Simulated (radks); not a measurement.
Values are calculated unless marked as measured or tabulated.
Removal energies from the nickel ion Ni+, [Ar] 3d9, by Delta-SCF beside the eigenvalue of the level emptied. Level of theory: scalar-relativistic Kohn-Sham, PBE, spin-polarised, spherical densities, finite nucleus; Fermi nuclear charge, rms radius of each element as measured or else 0.836 A^(1/3) + 0.57 fm (a radial shooting solver on a logarithmic mesh with Libxc functionals). Open shells are filled with parallel spins first.

removed from,final configuration,Delta-SCF (eV),-eigenvalue (eV)
3d,[Ar] 3d8,19.559,12.478
3p,[Ne] 3s2 3p5 3d9,82.208,74.269
3s,[Ne] 3s1 3p6 3d9,121.81,113.76
2p,[He] 2s2 2p5 3s2 3p6 3d9,873.87,847.06
